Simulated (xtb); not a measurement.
SnH2FBr, SMILES [F][SnH2][Br]. All values are semi-empirical tight-binding results from xtb (GFN2-xTB unless named), good for trends rather than for accurate numbers. Geometry optimised at GFN2-xTB.

For metal compounds this method's bond lengths and energies can be far off.

```yaml
point_group_as_xtb_finds_it: Cs
orbital_gap: 3.88 eV
zero_point_energy: 7.9 kcal/mol
G − E(el) at 298.15 K (modified RRHO): -11.6 kcal/mol
```
